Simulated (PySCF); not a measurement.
Si(F)(Me)2(SH) (C2H7FSSi), SMILES F[Si](S)(C)C.

The structure is a stationary point at PBE-D3(BJ)/def2-SVP. Other conformers were not sampled.

The numbers are results of PBE-D3(BJ)/def2-SVP (PySCF), not measurements.

Frequencies are harmonic and unscaled.

Question: Give all harmonic wavenumbers and intensities. (Estimate from the structure and the level; the computed values follow.)

Answer: 
| mode | ν (cm⁻¹) | IR (km/mol) | moving atoms (share of kinetic energy) |
|---|---|---|---|
| 1 | 16 | 16.0 | H 92 % |
| 2 | 141 | 0.0 | H 96 % |
| 3 | 153 | 0.2 | H 90 % |
| 4 | 173 | 3.9 | H 31 %, C 29 %, S 25 %, F 11 % |
| 5 | 175 | 0.8 | H 33 %, C 31 %, F 23 %, S 11 % |
| 6 | 214 | 1.2 | H 34 %, C 27 %, Si 20 %, F 14 % |
| 7 | 239 | 6.5 | F 35 %, S 26 %, H 16 %, C 12 %, Si 10 % |
| 8 | 264 | 13.7 | F 35 %, C 23 %, Si 21 %, H 19 % |
| 9 | 465 | 30.6 | S 40 %, Si 28 %, C 15 %, H 14 % |
| 10 | 636 | 11.6 | C 42 %, H 42 %, Si 12 % |
| 11 | 668 | 0.3 | H 63 %, C 31 % |
| 12 | 703 | 53.4 | H 69 %, Si 10 %, S 8 % |
| 13 | 712 | 0.2 | H 78 %, C 21 % |
| 14 | 766 | 10.0 | H 54 %, F 24 %, C 19 % |
| 15 | 781 | 119.9 | Si 41 %, H 32 %, C 26 % |
| 16 | 824 | 149.5 | H 62 %, C 22 %, Si 15 % |
| 17 | 901 | 124.9 | Si 46 %, F 30 %, H 18 % |
| 18 | 1218 | 41.9 | H 76 %, C 23 % |
| 19 | 1222 | 21.9 | H 78 %, C 21 % |
| 20 | 1371 | 0.5 | H 95 % |
| 21 | 1371 | 1.3 | H 96 % |
| 22 | 1379 | 4.2 | H 96 % |
| 23 | 1385 | 9.1 | H 96 % |
| 24 | 2613 | 1.7 | H 97 % |
| 25 | 2975 | 0.2 | H 97 % |
| 26 | 2976 | 1.9 | H 97 % |
| 27 | 3071 | 0.1 | H 91 %, C 9 % |
| 28 | 3073 | 6.5 | H 91 %, C 9 % |
| 29 | 3088 | 1.8 | H 91 %, C 9 % |
| 30 | 3088 | 0.5 | H 91 %, C 9 % |
